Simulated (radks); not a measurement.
Results of a calculation; reference values are marked as such.
Neutral technetium, [Kr] 4d5 5s2. Code: a radial shooting solver on a logarithmic mesh with Libxc functionals. Model: non-relativistic Kohn-Sham, exchange-only LDA, spin-polarised, spherical densities, point nucleus. Every spin shell is full or empty, so the densities are truly spherical. Functionals are evaluated on that one density, not self-consistently. Rank these orbital-free kinetic functionals by their error against the exact value of the orbitals, and give that value: Thomas-Fermi, von Weizsacker, TF + vW, TF + vW/9, LC94, APBEK, Pearson, DePristo-Kress.

Answer. Exact: 4198.37 hartree. From best to worst, with 100 (|E| - |E exact|)/|E exact| (equal figures are ties): LC94 +0.07, DePristo-Kress -0.07, APBEK +0.13, TF + vW/9 -0.68, Pearson -0.96, Thomas-Fermi -5.54, TF + vW +38.13, von Weizsacker -56.34.
